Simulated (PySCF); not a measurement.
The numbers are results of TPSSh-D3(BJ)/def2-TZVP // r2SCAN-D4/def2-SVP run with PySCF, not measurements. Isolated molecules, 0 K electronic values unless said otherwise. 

Reference species: [W(Cl)6] (neutral, multiplicity 1).

| Property | Value |
|---|---|
| mean distance from the central atom to its bonded neighbours | 2.313 Å |
| LUMO | -5.59 eV |

Changed species: [W(Cl)(F)5] (5 of 6 Cl replaced by F; the reference has 0 of 6 Cl replaced by F).

Question: Predict the effect on the mean distance from the central atom to its bonded neighbours and LUMO.

Answer: the mean distance from the central atom to its bonded neighbours falls by 0.389 Å, to 1.924 Å; the LUMO goes up by 0.34 eV, to -5.25 eV.
